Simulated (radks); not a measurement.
All-electron atom: Er+ in [Kr] 4d10 4f12 5s2 5p5 6s1 5d1 (not the ground configuration). All-electron calculation, scalar-relativistic Kohn-Sham, PBE, spin-polarised, spherical densities, finite nucleus; open shells are filled with parallel spins first (spin-orbit coupling, left out, can overturn this in heavy ions); Fermi nuclear charge, rms radius 5.2516 fm. Program: a radial shooting solver on a logarithmic mesh with Libxc functionals.

Local quantities along the radius. ELF = 1/(1 + alpha^2) is the electron localisation function; alpha = (tau - tau_W)/tau_unif compares the Pauli kinetic energy density with that of the uniform gas (summed over spins). tau is taken from the large components.

| r (bohr) | ELF | alpha |
|---|---|---|
| 0.001576 | 0.999 | 0.02571 |
| 0.002154 | 0.999 | 0.02857 |
| 0.002919 | 0.999 | 0.03331 |
| 0.003956 | 0.998 | 0.04139 |
| 0.005361 | 0.997 | 0.05578 |
| 0.007266 | 0.993 | 0.08336 |
| 0.009847 | 0.980 | 0.1417 |
| 0.01345 | 0.925 | 0.2843 |
| 0.01823 | 0.719 | 0.6254 |
| 0.02471 | 0.399 | 1.228 |
| 0.03349 | 0.352 | 1.357 |
| 0.04539 | 0.595 | 0.8259 |
| 0.06151 | 0.744 | 0.5871 |
| 0.08336 | 0.580 | 0.8501 |
| 0.1139 | 0.341 | 1.391 |
| 0.1543 | 0.593 | 0.8285 |
| 0.2092 | 0.725 | 0.6165 |
| 0.2835 | 0.327 | 1.435 |
| 0.3842 | 0.416 | 1.184 |
| 0.5207 | 0.716 | 0.6302 |
| 0.7114 | 0.522 | 0.9566 |
| 0.9641 | 0.333 | 1.416 |
| 1.307 | 0.498 | 1.003 |
| 1.771 | 0.436 | 1.138 |
| 2.4 | 0.199 | 2.005 |
| 3.252 | 0.289 | 1.567 |
| 4.443 | 0.432 | 1.148 |
| 6.022 | 0.185 | 2.099 |
| 8.161 | 0.009 | 10.69 |

On this mesh the ELF has minima near r = 0.029, 0.11, 0.33, 0.96, 2.4 bohr, which separate the shells, and maxima near 0.062 (0.74), 0.21 (0.72), 0.52 (0.72), 1.5 (0.52), 4.4 (0.43).
